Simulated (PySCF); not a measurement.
Compound: CH9ClOSi3.
SMILES: `[SiH3]O[SiH2][SiH2]CCl`

Theory: TDDFT B3LYP/def2-SVPD, vertical, gas phase, core orbitals frozen in the response in PySCF 2.14.0, density-fitted response routines. One conformer (not necessarily the lowest) at the GFN2-xTB geometry, without solvent, vibrations or thermal averaging. Torsions of this conformer, `[SiH3:1][O:2][SiH2:3][SiH2:4][CH2:5][Cl:6]`: Si1–O2–Si3–Si4 -60°, O2–Si3–Si4–C5 109°, Si3–Si4–C5–Cl6 -57°.

Computed states:

| state | E (eV) | f |
| --- | --- | --- |
| S1 | 5.88 | 0.012 |
| S2 | 6.14 | 0.019 |
| S3 | 6.38 | 0.0030 |
| S4 | 6.47 | 0.011 |
| S5 | 6.58 | 0.0095 |
| S6 | 6.61 | 0.0016 |
| S7 | 6.81 | 0.0081 |
| S8 | 6.98 | 0.0071 |

Each state is given a Gaussian of 0.4 eV full width at half maximum, with ε(max) = 2.175×10⁸ f / Δν̃ (Δν̃ the width in cm⁻¹). The cross-section is σ = 3.8235×10⁻²¹ ε cm², given in Mb (10⁻¹⁸ cm²). The width is an assumption, not a result. The curve ends short of the highest state used, and states not computed would add to its high-energy end.

Q: What does the envelope look like, and where are its maxima?

A: 
| λ (nm) | σ (Mb) |
| --- | --- |
| 194.3 | 6.65 |
| 195.4 | 6.55 |
| 196.6 | 6.49 |
| 197.8 | 6.49 |
| 198.9 | 6.52 |
| 200.1 | 6.56 |
| 201.2 | 6.57 |
| 202.4 | 6.54 |
| 203.6 | 6.43 |
| 204.7 | 6.26 |
| 205.9 | 6.02 |
| 207.0 | 5.74 |
| 208.2 | 5.38 |
| 209.4 | 4.99 |
| 210.5 | 4.60 |
| 211.7 | 4.15 |
| 212.8 | 3.71 |
| 214.0 | 3.23 |
| 215.2 | 2.75 |
| 216.3 | 2.32 |
| 217.5 | 1.89 |
| 218.6 | 1.53 |
| 219.8 | 1.19 |
| 221.0 | 0.90 |
| 222.1 | 0.68 |
| 223.3 | 0.49 |
| 224.4 | 0.35 |
| 225.6 | 0.24 |
| 226.8 | 0.16 |
| 227.9 | 0.11 |
| 229.1 | 0.07 |
| 230.2 | 0.04 |
| 231.4 | 0.03 |
| 232.6 | 0.02 |
| 233.7 | 0.01 |
| 234.9 | 0.01 |

Maxima: 201 nm (6.17 eV), ε about 1700, made up of S1 (11%) and S2 (72%) (hardly more than a shoulder) (ε in L mol⁻¹ cm⁻¹; maxima over ε = 5, shares over 10%). At its high-energy end, 6.38 eV, the curve is still rising (ε about 1700, from S2, S3, S4 and S5).

Q: Coming from long wavelengths, where does ε first pass 100 L mol⁻¹ cm⁻¹?

A: At about 224 nm (5.53 eV), 0.35 eV below S1.

Q: What would ε be at 6.17 eV, the highest of these maxima, with half the width (0.2 eV)?

A: About 2410 L mol⁻¹ cm⁻¹ against 1720, a factor of about 1.4; a lone state at its own centre would give exactly 2.

Q: On this curve, what absorbance would a 10⁻⁴ mol/L sample give at 222 nm over a 1 cm path?

A: 222 nm is 5.585 eV, where ε is about 180 L mol⁻¹ cm⁻¹, so A = ε c l ≈ 0.018 (Beer–Lambert, with the gas-phase spectrum and the assumed width).

The run took 66 s of wall time on an Arm Neoverse N1 with one thread, no GPU, on a shared host, and the process peaked at 0.84 GiB of memory.
